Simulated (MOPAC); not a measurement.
MOPAC input (PM3):

```
PM3 1SCF UHF MS=0.5 GEO-OK AUX(PRECISION=9) THREADS=1
H5N2Si

N     1.37484500 1   -0.35074800 1    0.28948200 1
Si   -0.01613700 1    0.43703000 1   -0.36254900 1
N    -1.37373800 1   -0.44073900 1    0.21724900 1
H     2.24387100 1    0.15246100 1    0.38273800 1
H     1.53291300 1   -1.33283800 1    0.12230600 1
H     0.12765300 1    1.85147500 1    0.12077300 1
H    -2.26368000 1   -0.43373300 1   -0.25025500 1
H    -1.42258300 1   -0.81538600 1    1.15300300 1
```

From the output:

```
                                                       MOPAC v23.2.5 Linux

          FINAL HEAT OF FORMATION =         -4.03467 KCAL/MOL =     -16.88105 KJ/MOL

          COSMO AREA              =        100.37 SQUARE ANGSTROMS
          COSMO VOLUME            =         86.78 CUBIC ANGSTROMS

          IONIZATION POTENTIAL    =          7.143920 EV
          ALPHA SOMO LUMO (EV)    =         -7.144  0.767
          BETA  SOMO LUMO (EV)    =         -8.498 -0.994
          NO. OF ALPHA ELECTRONS  =         10
          NO. OF BETA  ELECTRONS  =          9
          MOLECULAR WEIGHT        =         61.1384         POINT GROUP:  C1

          MOLECULAR DIMENSIONS (Angstroms)

            Atom       Atom       Distance
            H     7    H     4     4.58937
            H     6    H     5     3.34164
            H     8   Si     2     1.75687

          SCF CALCULATIONS        =          1

   ATOM   CHEMICAL          X               Y               Z
  NUMBER   SYMBOL      (ANGSTROMS)     (ANGSTROMS)     (ANGSTROMS)

     1       N          1.37484500  *  -0.35074800  *   0.28948200  *
     2      Si         -0.01613700  *   0.43703000  *  -0.36254900  *
     3       N         -1.37373800  *  -0.44073900  *   0.21724900  *
     4       H          2.24387100  *   0.15246100  *   0.38273800  *
     5       H          1.53291300  *  -1.33283800  *   0.12230600  *
     6       H          0.12765300  *   1.85147500  *   0.12077300  *
     7       H         -2.26368000  *  -0.43373300  *  -0.25025500  *
     8       H         -1.42258300  *  -0.81538600  *   1.15300300  *

                             CARTESIAN COORDINATES

   1    N        1.374845000    -0.350748000     0.289482000
   2   Si       -0.016137000     0.437030000    -0.362549000
   3    N       -1.373738000    -0.440739000     0.217249000
   4    H        2.243871000     0.152461000     0.382738000
   5    H        1.532913000    -1.332838000     0.122306000
   6    H        0.127653000     1.851475000     0.120773000
   7    H       -2.263680000    -0.433733000    -0.250255000
   8    H       -1.422583000    -0.815386000     1.153003000

           Empirical Formula: H5 N2 Si  =     8 atoms

      MOLECULAR POINT GROUP   :   C1

          ALPHA EIGENVALUES
 -28.46358 -27.51653 -15.88726 -15.47816 -14.99094 -12.77803 -12.21171 -10.70110
  -8.74564  -7.14392   0.76666   0.94238   1.78639   4.40208   4.81184   5.52360
   5.97767

           BETA EIGENVALUES
 -28.38533 -27.42083 -15.78653 -15.42096 -14.68804 -12.65812 -11.80339  -9.63818
  -8.49816  -0.99422   1.10685   1.36054   2.48922   4.46124   4.94189   5.58226
   6.07193

              NET ATOMIC CHARGES AND DIPOLE CONTRIBUTIONS

  ATOM NO.   TYPE          CHARGE      No. of ELECS.   s-Pop       p-Pop
    1          N          -0.165556        5.1656     1.37681     3.78875
    2         Si           0.360215        3.6398     1.20800     2.43178
    3          N          -0.240257        5.2403     1.34650     3.89375
    4          H           0.049636        0.9504     0.95036
    5          H           0.044659        0.9553     0.95534
    6          H          -0.152584        1.1526     1.15258
    7          H           0.056665        0.9433     0.94334
    8          H           0.047222        0.9528     0.95278
 DIPOLE           X         Y         Z       TOTAL
 POINT-CHG.     0.296    -0.366    -0.886     1.003
 HYBRID         0.139    -0.348     1.433     1.481
 SUM            0.434    -0.713     0.547     0.998

          ATOMIC ORBITAL ELECTRON POPULATIONS

     Atom    s        px        py        pz
    1  N   1.37681   1.10797   1.02016   1.66062
    2 Si   1.20800   0.72526   0.80325   0.90327
    3  N   1.34650   1.10548   1.65800   1.13028
    4  H   0.95036
    5  H   0.95534
    6  H   1.15258
    7  H   0.94334
    8  H   0.95278

                    (SZ)    =    0.500000
                    (S**2)  =    0.764666

          ATOMIC ORBITAL SPIN POPULATIONS

    Atom   Total    s     px     py     pz
         Atomic
    1  N  0.1742 -0.008 -0.009  0.005  0.187
    2 Si  0.7095  0.200  0.022 -0.004  0.492
    3  N  0.0094  0.019  0.023 -0.041  0.008
    4  H -0.0072 -0.007
    5  H -0.0054 -0.005
    6  H  0.0795  0.080
    7  H -0.0026 -0.003
    8  H  0.0425  0.042

 **********************
 *                    *
 * JOB ENDED NORMALLY *
 *                    *
 **********************

 == MOPAC DONE ==
```

The geometry given is a B3LYP-D3(BJ)/def2-TZVP minimum.
